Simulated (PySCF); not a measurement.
NICS in rings of unrelated molecules.

Definitions: NICS(0) = −σiso at the ring centroid; NICS(1) = −σiso and NICS(1)zz = −σzz at ±1 Å along the ring normal z. Level: GIAO PBE0/pcSseg-1 (PySCF, non-relativistic, gas phase) on the GFN2-xTB geometries, one conformer each. Atom numbers follow the mapped SMILES.

Question: Order these rings by mean NICS(1)zz, lowest (most negative) first (ppm).
A. ring P3–C5–C6–C8–C9 in `[CH3:1][CH:2]=[P@:3]1([PH2:4])[CH:5]=[C:6]([F:7])[CH2:8][CH2:9]1`
B. ring P1–P2–P3–P4–P5 in `[p:1]1[p:2][p:3][p-:4][p:5]1` (charge -1)
C. ring Si3–Si4–Si5–Si8 in `[CH2:1]=[CH:2][Si@H:3]1[SiH2:4][Si@@H:5]([CH:6]=[O:7])[SiH2:8]1`
D. ring C3–S4–C5–C6–C8 in `[CH2:1]=[CH:2][c:3]1[s:4][cH:5][c:6]([CH3:7])[c:8]1[Cl:9]`
E. ring P3–C4–C5–O6–C7–C8 in `[CH:1]#[C:2][P:3]1[CH2:4][CH2:5][O:6][CH2:7][CH2:8]1`
F. ring C2–C3–N4–C5–C10–C11 in `[CH3:1][c:2]1[cH:3][n:4][c:5]2[cH:6][cH:7][cH:8][cH:9][c:10]2[cH:11]1`
G. ring C3–C4–O5–C6–C8 in `[SiH3:1][NH:2][c:3]1[cH:4][o:5][c:6]([SiH3:7])[cH:8]1`

Answer: B (-41.6), F (-28.3), G (-24.4), D (-19.5), A (-0.7), E (3.1), C (5.2).

```tsv
SMILES	ring	NICS(0)	NICS(1)	NICS(1)zz	HOMA	rms pucker (Å)	ring atoms with four or more neighbours
p1pp[p-]p1	5-membered ring with 5 P; formal bonds all aromatic	-18.1	-17.8	-41.6	–	0.00	0
Cc1cnc2ccccc2c1	6-membered ring with N; formal bonds all aromatic	-8.0	-11.7	-28.3	0.87	0.00	0
[SiH3]Nc1coc([SiH3])c1	5-membered ring with O; formal bonds all aromatic	-11.8	-9.9	-24.4	0.45	0.00	0
C=Cc1scc(C)c1Cl	5-membered ring with S; formal bonds all aromatic	-11.1	-9.5	-19.5	0.79	0.00	0
CC=[P@]1(P)C=C(F)CC1	5-membered ring with P; formal bonds 1 double, 4 single	-3.6	-2.8	-0.7	–	0.11	3
C#CP1CCOCC1	6-membered ring with O and P; formal bonds all single	-3.0	-2.3	3.1	–	0.28	4
C=C[Si@H]1[SiH2][Si@@H](C=O)[SiH2]1	4-membered ring with 4 Si; formal bonds all single	2.5	-0.1	5.2	–	0.10	4
```

NICS(0) gives another order. The isotropic NICS(1) gives the same order. HOMA uses Krygowski's 1993 parameters; it is left out where a ring has a four-coordinate atom, a triple bond, no multiple bond or a kind of bond without parameters. NICS(1) and NICS(1)zz are means over the two faces.
